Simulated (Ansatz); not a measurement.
Total energies of [BCl4]- (BCl₄⁻) from Ansatz at PBE0-D4/def2-TZVPD, gas phase (1 Eh = 27.2114 eV = 2625.5 kJ/mol). The reference geometry is relaxed at B3LYP-D4/def2-SVPD.

Cartesian coordinates in Å:
```
B 0.001 0.000 0.000
Cl 1.695 -0.512 0.636
Cl -1.221 0.036 1.429
Cl -0.585 -1.234 -1.292
Cl 0.110 1.711 -0.772
```

```
            state                       geometry  energy (Eh)
charge -1 singlet                      reference  -1865.34427
 charge 0 doublet                      reference  -1865.13493
 charge 0 doublet  relaxed at B3LYP-D4/def2-SVPD  -1865.13885
```

Work out the vertical ionisation energy to the doublet.

E(charge 0 doublet) − E(charge -1 singlet) = -1865.13493 − (-1865.34427) = 0.20934 Eh = 5.70 eV. For comparison, −ε of the highest occupied level is 3.80 eV at this level, 1.90 eV less.

How much does the charge 0 doublet relax, and what is the adiabatic ionisation energy?

Relaxation: -1865.13493 − (-1865.13885) = 0.00392 Eh = 0.11 eV. Adiabatic ionisation energy: 0.20542 Eh = 5.59 eV, without zero-point energy.
